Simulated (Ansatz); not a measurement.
`N[SiH2]C(F)[SiH3]` → `[CH]F` + `N[SiH2][SiH3]`  (formal loss of a carbene)

Computed with Ansatz on PBE0-D4/def2-TZVP structures; ΔE is electronic, products minus reactants. CBS: MP2 limit from def2 TZ/QZ plus the TZ coupled-cluster correction, frozen cores. This one scheme is used for every species. DFT in def2-TZVPP. Each species was taken in one conformer, which may not be the lowest.

CCSD(T)/CBS gives +90.0 kcal/mol.

Problem. Another level gave +89.4 kcal/mol. Which?
A. r2SCAN-D4/def2-TZVPP
B. HF/def2-TZVPP
C. B2PLYP/def2-TZVPP
D. ωB97M-V/def2-TZVPP

Solution. C. B2PLYP 89.4, HF/def2-TZVPP 78.1, ωB97M-V 91.0, r2SCAN-D4 94.5 kcal/mol.

Largest T1 diagnostic among the species: 0.018.

In def2-TZVPP, CCSD(T) changes the Hartree–Fock value by +9.9 kcal/mol (the triples alone add +0.8 kcal/mol) and MP2 by +17.5 kcal/mol. The D4 term adds +3.4 kcal/mol with B3LYP and +1.9 kcal/mol with PBE0; it sums over pairs of atoms, weighted by their polarisabilities, and B3LYP, whose exchange is more repulsive, gets the larger term. From PBE to PBE0 (25 % exact exchange), in def2-TZVPP and without D4, ΔE moves by +2.0 kcal/mol.

B3LYP here is the variant with VWN-RPA as its local correlation; programs differ in this.
